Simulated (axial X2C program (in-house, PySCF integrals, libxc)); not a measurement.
**NaIr: from the spin-free to the two-component result**

All values were computed with an in-house all-electron X2C program for linear molecules (integrals from PySCF). Spin-free means the one-electron spin-free X2C Hamiltonian; two-component (2c) means X2C with spin–orbit coupling and atomic mean-field two-electron Coulomb and Gaunt terms, so the difference of the two also holds small scalar two-electron terms. Basis: Ir dyall-cv3z [13s14p9d6f4g], Na dyall-cv3z [9s8p5d2f] (cores contracted in-house); Gaussian nuclei, density fitting, unrestricted open shells. Masses: Ir 192.963 u, Na 22.990 u.

Spin-free state: M_S = 1, Λ = 3 (beyond evenly filled blocks: π+α, π+β, π-α, δ+α, δ+β, δ-α); fragments Ir + Na.

```csv
level,Re (Å),ωe (cm⁻¹),De (eV),μ (D)
PBE0,2.692,229.6,1.735,6.65
HF,2.813,184.3,0.323,5.51
CCSD,2.711,236.8,1.737,n/a
CCSD(T),2.708,240.5,1.893,n/a
```

Correlated methods: 10 electrons correlated (number of frozen shells: Ir 5 s, 4 p, 2 d, 1 f; Na 2 s, 1 p), 312 virtual spin orbitals or spinors in MP2, 90 natural virtuals in coupled cluster.

Dipoles are positive if Na is the positive end.

Two-component determinant lowest at the distance of the search:

Ω = 3 (⟨Sz⟩ = 0.90, ⟨Lz⟩ = 2.10 at HF); fragments Ir + Na.

```
  level  Re (Å)  ωe (cm⁻¹)  De (eV)  μ (D)
   PBE0   2.664      227.8    1.799   6.36
     HF   2.808      177.5    0.166   5.46
   CCSD   2.684      234.0    1.529    n/a
CCSD(T)   2.680      238.5    1.685    n/a
```

From the two tables, how do the constants change at the CCSD(T) level (2c against spin-free)?

At the CCSD(T) level Re falls by 0.028 Å and ωe decreases by 2.0 cm⁻¹; De changes by -0.208 eV. The two determinants differ in configuration, so these shifts compare two states and are not the spin–orbit effect on one state.

The state is one determinant whose occupation by symmetry is held fixed; it was picked as the lowest of a PBE0 search that is not exhaustive. Dissociation energies refer to the lowest single-determinant-based atoms at the same level and basis. Density functionals use the spin component along the axis (collinear). Coupled cluster ran in a truncated set of natural virtual spinors; the MP2 energy of the rest was added. (T) has no such correction and the atoms are truncated less, which lowers De at CCSD(T) by a hundredth of an eV or more. PBE0 can misorder states that lie within some tenths of an eV, so this need not be the ground state of the molecule. The nearest other spin-free determinant of the search, M_S = 1, Λ = 1, lies 0.13 eV up at the distance of the search. Without a current term, density functionals place determinants with orbital angular momentum somewhat too high. With several unpaired electrons one determinant need not be a pure state. The determinant is spin-polarised beyond a pure state at some levels (its spin-free form has ⟨S²⟩ too high), which makes Re and μ there less reliable. The T1 diagnostic is large, a sign of multireference character. With the outer-core shells frozen, correlated bond lengths of heavy atoms tend to come out a few hundredths of an ångström too long.
